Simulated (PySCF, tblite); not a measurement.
Isomers of C6H14OSi2, one GFN2-xTB conformer each. Single-point energies are computed at PBE0/pcSseg-1 (PySCF, gas phase, no added dispersion term), electronic only.

| SMILES | GFN2-xTB relative energy (kcal/mol) |
| --- | --- |
| C=C[SiH2][SiH2]C(C)(C)C=O | 19.7 |
| C=C[Si]1(OCC)C[SiH2]C1 | 0.0 |

Conformers: `[CH2:1]=[CH:2][SiH2:3][SiH2:4][C:5]([CH3:6])([CH3:7])[CH:8]=[O:9]` with C1–C2–Si3–Si4 7°, C2–Si3–Si4–C5 162°, Si3–Si4–C5–C6 -67°, Si4–C5–C8–O9 -61°; `[CH2:1]=[CH:2][Si:3]1([O:4][CH2:5][CH3:6])[CH2:7][SiH2:8][CH2:9]1` with C1–C2–Si3–O4 -172°, C2–Si3–O4–C5 -63°, Si3–O4–C5–C6 -162°.

What does PBE0/pcSseg-1 give for the same structures?

```tsv
SMILES	PBE0/pcSseg-1 E (Eh)	PBE0/pcSseg-1 (kcal/mol)	GFN2-xTB (kcal/mol)	point group
C=C[Si]1(OCC)C[SiH2]C1	-890.62364	0.0	0.0	C1
C=C[SiH2][SiH2]C(C)(C)C=O	-890.56090	39.4	19.7	C1
```

Both levels put the same isomer lowest. As drawn, the lower has a four-membered ring and an Si–O bond, which the higher lacks; the higher has a C=O bond and an Si–Si bond, which the lower lacks.

Which frontier levels, dipoles and rotational constants go with these structures?

| SMILES | HOMO (eV, PBE0/pcSseg-1) | LUMO (eV) | dipole (D) | A, B, C (MHz) |
| --- | --- | --- | --- | --- |
| C=C[Si]1(OCC)C[SiH2]C1 | -7.41 | -0.57 | 1.53 | 1472, 805.0, 604.2 |
| C=C[SiH2][SiH2]C(C)(C)C=O | -7.39 | -1.19 | 2.43 | 2052, 686.0, 594.9 |

What happens when harmonic zero-point energies from GFN2-xTB frequencies are added?

| SMILES | ZPE (kcal/mol) | electronic (kcal/mol) | with ZPE (kcal/mol) |
| --- | --- | --- | --- |
| C=C[Si]1(OCC)C[SiH2]C1 | 113.4 | 0.0 | 0.0 |
| C=C[SiH2][SiH2]C(C)(C)C=O | 109.8 | 39.4 | 35.7 |

The zero-point energies span 3.6 kcal/mol. The order is unchanged.
